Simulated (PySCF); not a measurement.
Hf(F)3(OH)(OH2) (F3H3HfO2), SMILES [OH][Hf](<-[OH2])([F])([F])[F], multiplicity 1.

The structure is a stationary point at PBE-D3(BJ)/def2-SVP. The spin state was assumed, not searched. The def2 effective core potentials stand for the cores of Hf; spin–orbit coupling is left out. Other conformers were not sampled.

Calculation: PBE-D3(BJ)/def2-SVP in PySCF 2.14.0.

Frequencies are harmonic and unscaled.

| mode | ν (cm⁻¹) | IR (km/mol) | moving atoms (share of kinetic energy) |
|---|---|---|---|
| 1 | 85 | 1.2 | O 50 %, F 29 %, H 20 % |
| 2 | 90 | 9.7 | O 55 %, F 32 %, H 12 % |
| 3 | 141 | 1.5 | F 60 %, H 17 %, Hf 15 %, O 8 % |
| 4 | 145 | 7.4 | F 65 %, Hf 15 %, H 12 % |
| 5 | 178 | 10.9 | F 49 %, H 28 %, O 23 % |
| 6 | 185 | 4.8 | F 59 %, O 24 %, H 11 % |
| 7 | 198 | 103.0 | F 69 %, Hf 13 %, H 12 % |
| 8 | 239 | 38.7 | H 89 %, F 10 % |
| 9 | 279 | 0.8 | O 78 %, H 15 % |
| 10 | 286 | 144.7 | H 68 %, O 27 % |
| 11 | 293 | 162.2 | H 64 %, O 30 % |
| 12 | 410 | 274.4 | H 70 %, O 22 % |
| 13 | 512 | 0.0 | H 70 %, O 16 %, F 14 % |
| 14 | 609 | 53.3 | F 92 % |
| 15 | 619 | 152.9 | F 76 %, Hf 15 %, H 9 % |
| 16 | 636 | 129.2 | F 87 %, Hf 12 % |
| 17 | 701 | 115.5 | O 84 % |
| 18 | 1552 | 78.9 | H 93 % |
| 19 | 3668 | 55.7 | H 96 % |
| 20 | 3767 | 119.0 | H 93 % |
| 21 | 3897 | 237.1 | H 94 % |
